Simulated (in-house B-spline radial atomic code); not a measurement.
## Ionising Mn IV (Mn3+) with different functionals

Computed with an all-electron radial atomic-structure program (B-spline basis): four-component Dirac-Coulomb Hamiltonian, Fermi nucleus of rms radius 3.7057 fm, spin-restricted, spherical fractional occupations for the functionals, and exact exchange of hybrids averaged over the configuration. The ionisation energy is the difference of two self-consistent energies, [Ar] 3d4 → [Ar] 3d3, without Breit or QED terms; ε is the level of the shell that loses the electron (mean over j). The electron is taken from both j subshells in proportion to 2j + 1, so the result is a j average, not the step between ground levels.

```
   method                    rung  ΔSCF (eV)  -ε(3d) (eV)
BHandHLYP           global hybrid      50.42        46.62
     PBE0           global hybrid          ?            ?
  LC-wPBE  range-separated hybrid      50.76        46.58
    HSE06  range-separated hybrid          ?            ?
```

(1) What does HSE06 give?

(2) What does PBE0 give?

(3) Among the functionals, which spreads more, the ΔSCF values or the orbital energies?

(4) How do they compare with the NIST value?

## Answers

(1) ΔSCF 50.58 eV, and -ε(3d) = 43.48 eV.

(2) ΔSCF 50.60 eV, and -ε(3d) = 43.91 eV.

(3) The orbital energies: ΔSCF values span about 0.35 eV and the orbital energies 3.15 eV; here energy differences depend much less on the functional than eigenvalues do.

(4) NIST lists 51.2 eV ± 0.12 (semi-empirical, ground level to ground level). Errors run from -0.79 to -0.45 eV; LC-wPBE is closest (-0.45 eV), but part of that can be cancellation, since the calculations leave out Breit-QED terms, spin polarisation, the choice among j levels, multiplet and fine-structure energies.
